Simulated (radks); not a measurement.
The numbers below are computed, except where a source is named.
All-electron atom: Cl8+ in [He] 2s2 2p5 (the NIST ground configuration).

Level of theory: non-relativistic Kohn-Sham, BLYP, spin-polarised, spherical densities, point nucleus; open shells are filled with parallel spins first (a radial shooting solver on a logarithmic mesh with Libxc functionals).

Energy parts (hartree):
total: -432.33939
kinetic: 431.99863
electron-nucleus: -962.10452
Hartree: 120.80578
exchange-correlation: -23.03928

Orbitals (lengths in bohr, moments of r in powers of bohr; r(max) is where P^2 peaks):
| orbital | occ. | eigenvalue (hartree) | r(max) |
|---|---|---|---|
| 1s up | 1 | -108.5084 | 0.05989 |
| 1s down | 1 | -108.4243 | 0.05987 |
| 2s up | 1 | -15.98028 | 0.3565 |
| 2s down | 1 | -15.82428 | 0.3572 |
| 2p up | 3 | -13.94876 | 0.2929 |
| 2p down | 2 | -13.77081 | 0.2938 |
| 3s up | 0 | -5.52819 | 1.081 |
| 3s down | 0 | -5.49552 | 1.087 |
| 3p up | 0 | -4.96721 | 1.088 |
| 3p down | 0 | -4.93325 | 1.096 |

The highest occupied level is 2p down at -374.72 eV. Summed over all electrons, <r^2> = 1.384 bohr^2, which gives a Langevin (diamagnetic) susceptibility term of -1.1 x 10^-6 cm^3/mol. For comparison, the ionisation energy in NIST's Atomic Spectra Database is 400.85 eV (measured). In exact Kohn-Sham theory the highest level is minus the ionisation energy, but local and semilocal functionals leave it too shallow, through self-interaction and a potential that decays too fast; potentials with the right tail come closer. The density falls to 0.001 e/bohr^3 at r = 1.35 bohr.
